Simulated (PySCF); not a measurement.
**How methods differ on the ionisation energy of Kr+**

Kr+ [Ar] 3d10 4s2 4p5 [4p1/2^2 4p3/2^3, M_J = 3/2] → Kr(2+) [Ar] 3d10 4s2 4p4 [4p1/2^2 4p3/2^2, M_J = 2], as a difference of total energies. Calculation: PySCF 2.14, in x2c-TZVPall-2c (6s7p4d1f, 54 functions); the two-component X2C-1e Hamiltonian. Correlated levels: [Ne] frozen. "Screened" scales the spin-orbit matrix elements by Boettger's factors to mimic the two-electron term; Breit and QED terms are absent.

```
                    method  ionisation energy (eV)  error (eV)
           GHF (spin-free)                  23.253      -1.107
          GMP2 (spin-free)                  24.145      -0.215
 GHF (screened spin-orbit)                  23.166      -1.194
GMP2 (screened spin-orbit)                  24.063      -0.297
```

Reference: 24.360 eV (measured; NIST Atomic Spectra Database, ionization energies).

The spin-free rows relax to the high-spin LS determinant and lack the spin-orbit shift.

Errors of the correlated levels include the incompleteness of this basis and the frozen core.

The labels give the starting determinants; with spin-orbit coupling the two ends relaxed to ⟨J²⟩ = 3.76, ⟨L²⟩ = 2.01, ⟨S²⟩ = 0.76 and ⟨J²⟩ = 6.02, ⟨L²⟩ = 2.15, ⟨S²⟩ = 1.94.
